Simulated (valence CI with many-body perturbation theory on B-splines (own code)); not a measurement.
**La LII: E2, E3, M1, M2 decay**

Method: valence CI with perturbative core correlation (CI+MBPT): four valence electrons over a frozen Dirac-Fock core [He], radial functions for each j: 11 s, 11 p, 9 d, 7 f, 5 g, 2 h, 1 i, with the one-electron correlation potential Σ1 (screened to all orders), the two-electron term Σ2, the three-electron term Σ3, Breit, model QED; selected single and double excitations, second order for the rest (own B-spline code, finite nucleus).

The last digits are not significant, and no measured levels were compared; by estimate large intervals hold to a few tenths of a per cent, small ones and those within an open d or f shell to about a per cent. Among the levels kept, up to 270 cm⁻¹ of a level comes from second order outside the variational space, and about a tenth of that is noise between levels of different J, which matters for small intervals.

Lines 1 to 49 of 49 in falling wavelength, among levels below 53760 × 10³ cm⁻¹, chosen from the decays that carry over 1 % of a level's rate. Wavelengths and rates use the calculated energies. Electric multipoles are in the length gauge, E1 and E2 with the static RPA response of the core. S is in atomic units (e²a₀⁴ for E2 and M2, e²a₀⁶ for E3), for M1 in squared Bohr magnetons. Weak lines are less certain than strong ones. Lines between different terms over intervals too small for the method are left out, as are lines whose strength nearly cancels. The highest levels of a list are the least certain.

Levels are named by their leading jj configuration (3d3/2^4 stands for four electrons in 3d with j = 3/2), which in mixed levels can hold well under half, so a name can repeat and another be missing. Letters in brackets count levels of one name in rising energy.

```csv
λ vac (nm),Upper,Lower,Type,A (s⁻¹),S (a.u.)
76.11,(2s^2 2p1/2 2p3/2) J=2,(2s^2 2p1/2 2p3/2) J=1,M1,1.15e+04,9.37e-01
2.911,(2s^2 2p1/2 2p3/2) J=1,(2s^2 2p1/2^2) J=0,M1,5.01e+08,1.37e+00
2.837,(2s^2 2p3/2 3d5/2) J=4,(2s^2 2p1/2 3d5/2) J=3,M1,4.08e+08,3.11e+00
2.820,(2s^2 2p3/2^2) J=2,(2s^2 2p1/2 2p3/2) J=2,M1,4.09e+08,1.70e+00
2.804,(2s^2 2p1/2 2p3/2) J=2,(2s^2 2p1/2^2) J=0,E2,8.57e+05,6.63e-05
2.719,(2s^2 2p3/2^2) J=2,(2s^2 2p1/2 2p3/2) J=1,M1,4.14e+08,1.54e+00
2.482,(2s^2 2p3/2^2) J=0,(2s^2 2p1/2 2p3/2) J=1,M1,1.03e+09,5.82e-01
0.2531,(2s^2 2p3/2 3d5/2) J=4,(2s 2p3/2^3) J=2,E2,7.20e+08,6.01e-07
0.2343,(2s 2p1/2 2p3/2 3p1/2) J=0,(2s 2p1/2 2p3/2^2) J=2 [b],E2,1.60e+11,1.01e-05
0.2340,(2s^2 2p3/2 3d5/2) J=4,(2s 2p1/2 2p3/2^2) J=2 [b],E2,6.35e+08,3.58e-07
0.2340,(2s^2 2p3/2 3p1/2) J=2,(2s^2 2p3/2^2) J=0,E2,1.04e+11,3.26e-05
0.2333,(2s^2 2p1/2 3p1/2) J=1,(2s^2 2p1/2 2p3/2) J=2,E2,2.93e+11,5.42e-05
0.2332,(2s 2p1/2^2 3p1/2) J=0,(2s 2p1/2^2 2p3/2) J=2,E2,5.67e+11,3.49e-05
0.2325,(2s^2 2p1/2 3p1/2) J=1,(2s^2 2p1/2 2p3/2) J=1,E2,2.89e+11,5.26e-05
0.2322,(2s^2 2p3/2 3p1/2) J=1,(2s^2 2p3/2^2) J=2,E2,3.03e+11,5.47e-05
0.2320,(2s^2 2p3/2 3p1/2) J=2,(2s^2 2p3/2^2) J=2,E2,4.01e+11,1.21e-04
0.2319,(2s^2 2p1/2 3p1/2) J=0,(2s^2 2p1/2 2p3/2) J=2,E2,5.58e+11,3.34e-05
0.2311,(2s^2 2p3/2 3d5/2) J=4,(2s 2p1/2 2p3/2^2) J=3,E2,2.89e+09,1.53e-06
0.2311,(2s 2p1/2 2p3/2 3p3/2) J=4,(2s 2p1/2 2p3/2^2) J=2 [b],E2,1.62e+10,8.56e-06
0.2282,(2s 2p1/2 2p3/2 3p3/2) J=4,(2s 2p1/2 2p3/2^2) J=3,E2,1.64e+11,8.17e-05
0.2281,(2s 2p1/2 2p3/2 3p3/2) J=0 [b],(2s 2p1/2 2p3/2^2) J=2 [b],E2,2.91e+11,1.61e-05
0.2278,(2s 2p1/2 2p3/2 3p3/2) J=1 [d],(2s 2p1/2 2p3/2^2) J=2 [b],E2,1.67e+11,2.75e-05
0.2274,(2s 2p1/2 2p3/2 3p3/2) J=1 [d],(2s 2p1/2 2p3/2^2) J=1 [a],E2,1.44e+11,2.34e-05
0.2273,(2s 2p1/2^2 3p3/2) J=2,(2s 2p1/2^2 2p3/2) J=2,E2,1.98e+11,5.36e-05
0.2272,(2s^2 2p3/2 3p3/2) J=1,(2s^2 2p3/2^2) J=2,E2,1.94e+11,3.14e-05
0.2271,(2s^2 2p1/2 3p3/2) J=2,(2s^2 2p1/2 2p3/2) J=2,E2,1.97e+11,5.32e-05
0.2269,(2s^2 2p3/2 3p3/2) J=3,(2s^2 2p3/2^2) J=2,E2,1.97e+11,7.42e-05
0.2267,(2s 2p1/2 2p3/2 3p3/2) J=4,(2s 2p1/2 2p3/2^2) J=2 [a],E2,1.05e+10,5.06e-06
0.2265,(2s^2 2p1/2 3p3/2) J=2,(2s^2 2p1/2 2p3/2) J=1,E2,8.77e+10,2.33e-05
0.2250,(2s^2 2p3/2 3p3/2) J=0,(2s^2 2p3/2^2) J=2,E2,4.53e+11,2.33e-05
0.2245,(2s 2p1/2 2p3/2 3d5/2) J=5,(2s 2p1/2 2p3/2^2) J=3,M2,9.19e+09,5.14e-06
0.2245,(2s 2p1/2 2p3/2 3d5/2) J=5,(2s 2p1/2 2p3/2^2) J=3,E3,4.44e+08,4.46e-06
0.2238,(2s 2p1/2 2p3/2 3p3/2) J=0 [b],(2s 2p1/2 2p3/2^2) J=2 [a],E2,8.47e+10,4.25e-06
0.2232,(2s^2 2p3/2 3d5/2) J=4,(2s^2 2p3/2^2) J=2,M2,8.75e+09,3.90e-06
0.2232,(2s^2 2p3/2 3d5/2) J=4,(2s^2 2p3/2^2) J=2,E3,6.14e+08,4.85e-06
0.2134,(2s^2 2p3/2 3d5/2) J=4,(2s 2p1/2^2 2p3/2) J=2,E2,3.96e+09,1.41e-06
0.2110,(2s 2p1/2 2p3/2 3p3/2) J=4,(2s 2p1/2^2 2p3/2) J=2,E2,3.08e+11,1.04e-04
0.2105,(2s 2p1/2 2p3/2 3p3/2) J=1 [d],(2s 2p1/2^2 2p3/2) J=1,E2,1.65e+11,1.82e-05
0.2103,(2s^2 2p3/2 3p3/2) J=1,(2s^2 2p1/2 2p3/2) J=2,E2,2.31e+11,2.55e-05
0.2101,(2s^2 2p1/2 3p3/2) J=2,(2s^2 2p1/2^2) J=0,E2,2.69e+11,4.91e-05
0.2100,(2s^2 2p3/2 3p3/2) J=3,(2s^2 2p1/2 2p3/2) J=2,E2,1.32e+11,3.38e-05
0.2094,(2s^2 2p3/2 3p3/2) J=2,(2s^2 2p1/2 2p3/2) J=2,E2,1.72e+11,3.10e-05
0.2094,(2s^2 2p3/2 3p3/2) J=3,(2s^2 2p1/2 2p3/2) J=1,E2,1.81e+11,4.55e-05
0.2077,(2s 2p1/2 2p3/2 3d5/2) J=5,(2s 2p1/2^2 2p3/2) J=2,E3,1.12e+09,6.52e-06
0.2068,(2s^2 2p3/2 3d5/2) J=4,(2s^2 2p1/2 2p3/2) J=2,M2,3.67e+09,1.12e-06
0.2068,(2s^2 2p3/2 3d5/2) J=4,(2s^2 2p1/2 2p3/2) J=2,E3,4.61e+08,2.14e-06
0.2063,(2s^2 2p3/2 3d5/2) J=4,(2s^2 2p1/2 2p3/2) J=1,E3,7.63e+08,3.47e-06
0.2024,(2s 2p1/2 2p3/2 3d3/2) J=4,(2s^2 2p1/2 2p3/2) J=2,E2,6.57e+11,1.79e-04
0.2000,(2s 2p1/2 2p3/2 3d3/2) J=1 [c],(2s^2 2p1/2 2p3/2) J=1,E2,1.72e+12,1.47e-04
```
